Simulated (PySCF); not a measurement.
## Calculated data, AlClH3NSi

Calculation on a computer-drawn molecule: optimised geometry and harmonic frequencies of an isolated molecule of the commonest isotopes, restricted reference for singlets and unrestricted otherwise, frozen core in MP2. Program: PySCF 2.14.0.

Entry: AlClH3NSi

Start structure:
```xyz
7
AlClH3NSi
Al    -0.0792     1.2029    -0.7067
N     -0.4283    -0.5900    -0.3313
Si    -0.9930    -2.0471    -1.0806
Cl    -2.7981    -2.5505    -0.3655
H     -0.2559    -0.7565     0.6160
H     -1.1160    -1.7171    -2.4845
H     -0.1348    -3.1753    -0.7801
```

- charge: 0
- multiplicity: 1
- method: HF
- basis: cc-pV(D+d)Z
- rotational constants: 10.24, 1.434, 1.332 GHz
- total energy: -1046.6644 hartree
- convergence status largest gradient component: 2.704e-05 hartree/bohr

Drawn bonds:
```
atom  other atom  order
   1           2      1
   2           3      1
   3           4      1
   2           5      1
   3           6      1
   3           7      1
```

Optimised structure:
```xyz
7
AlClH3NSi
Al    -0.1585     1.1232    -0.8351
N     -0.3937    -0.5954    -0.2511
Si    -0.9718    -1.9898    -1.0518
Cl    -2.8725    -2.5536    -0.4022
H     -0.1853    -0.7571     0.7261
H     -1.0935    -1.6837    -2.4882
H     -0.1301    -3.1772    -0.8304
```

Modes:
```
frequency (cm⁻¹)  reduced mass (dalton)
            65.1                  9.086
           161.2                  4.652
           227.3                  3.532
           456.9                  1.589
           540.7                  6.319
           585.9                  3.017
           690.4                  1.753
           827.2                  1.072
           925.6                   3.81
           978.9                  1.123
            1035                  1.068
            1163                  1.372
            2342                  1.047
            2348                  1.035
            3698                  1.074
```
